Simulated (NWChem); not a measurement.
# Correlation energy of Bi

```xyz
1

Bi     0.0000     0.0000     0.0000
```
Charge 0, spin multiplicity 4.

The numbers come from NWChem runs, not from measurements.

Basis set: def2-SVP. Each correlation energy counts from its own Hartree-Fock reference.

Effective core potentials replace the inner electrons of Bi; spin-orbit coupling is left out. The correlated methods keep 4 core orbitals frozen. No SCF solution was tested for a lower state. Open-shell Hartree-Fock references start from PBE0 orbitals. No row is a measurement; the coupled-cluster row has its own basis-set and correlation limits.

Q: One of these methods gave a correlation energy of -62.4 mHa. Which?
A) CCSD on UHF
B) CCSD on ROHF
C) SCS-UMP2
D) UMP2

A: D, UMP2. The others give -56.8 (SCS-UMP2), -72.6 (CCSD on UHF), -76.0 (CCSD on ROHF).
